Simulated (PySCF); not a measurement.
Diatomic cations of H with group 15

MP2 with triple-zeta basis sets in PySCF, for the lowest determinant that a PBE0 search found; no spin–orbit coupling. De refers to high-spin ground-configuration atoms (the charge goes to the atom of lower measured ionisation energy or higher electron affinity, which is not always the lowest computed limit).

```
 M               basis  reference, frozen orbitals  charged atom  state (unpaired electrons)  Re (Å)  ωe (cm⁻¹)  De (eV)
 N         def2-TZVPPD                      UHF, 1            H+         quartet (σ ↑, π ↑↑)   1.085       2777     3.68
 P         def2-TZVPPD                      UHF, 5            P+               doublet (π ↑)   1.418       2461     3.25
As  cc-pVTZ-PP/cc-pVTZ                      UHF, 4           As+               doublet (π ↑)   1.509       2321     2.93
Sb  cc-pVTZ-PP/cc-pVTZ                      UHF, 4           Sb+               doublet (π ↑)   1.696       2078     2.55
Bi  cc-pVTZ-PP/cc-pVTZ                      UHF, 4           Bi+               doublet (π ↑)   1.771       1959      n/a
```

The shortest bond is that of NH⁺ (1.085 Å), the longest that of BiH⁺ (1.771 Å).

The rows differ in basis set, which adds steps of its own.

The state changes along the series, so neighbouring rows are not always alike in their bonding.

Correlated steps freeze the inner cores (1 to 5 orbitals); shallow outer-core shells are correlated. Spin–orbit coupling is left out, which matters for elements this heavy, above all for dissociation energies. For an ion De counts to the pair picked by the measured ionisation energies or electron affinities, which need not be the lowest pair at this level. States were picked by a PBE0 search and need not be the measured ground states.
